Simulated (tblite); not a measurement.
Species: C4H4B2ClF.
Geometry (GFN2-xTB, Å), atoms numbered from 1 in this order:
```xyz
12
C4H4B2ClF angstrom
F     -2.191   -1.790   -0.012
C     -1.174   -0.886   -0.007
C     -1.483    0.421    0.015
B     -0.348    1.479    0.021
C      1.122    0.977    0.003
C      1.396   -0.341   -0.018
Cl     3.055   -0.863   -0.039
B      0.282   -1.429   -0.023
H     -2.530    0.701    0.027
H     -0.591    2.622    0.038
H      1.947    1.680    0.006
H      0.516   -2.571   -0.036
```

Calculated harmonic vibrations of the isolated species, GFN2-xTB (tblite), most abundant isotopes, no scaling. Against measured fundamentals such values can be off by several per cent, at times by over 20. Modes of hydrogen on boron can be 10 to 20 % off. The optimisation stopped once no atom felt more than 0.01 eV/Å.

Lowest wavenumbers of the output (negative numbers stand for imaginary wavenumbers):
```
mode    cm-1
  1     -31.9
  2      67.4
  3     155.0
  4     222.1
  5     288.1
  6     331.0
  7     364.7
  8     367.0
  9     430.6
 10     598.6
```

Problem. Is this structure a minimum?

Solution. Not by this Hessian. 1 mode is imaginary beyond 20i (32i cm⁻¹), so at this level the point lies at or near a first-order saddle. The curvature is small, so loose convergence or finite differences may be the whole cause.

Problem. Which atoms move in the imaginary mode?

Solution. 32i: H10 (B–H hydrogen) 36 %, C5 (unsaturated ring CH carbon) 15 %, B4 (ring boron) 12 %, C3 (unsaturated ring CH carbon) 12 %. These are shares of the mass-weighted motion.

Problem. What is the remedy?

Solution. Step along that mode in both directions, optimise again with tighter thresholds and repeat the frequencies. The zero-point energy of this point (44.2 kcal/mol) counts the 29 real modes alone, and thermal corrections from it aren't those of a minimum.
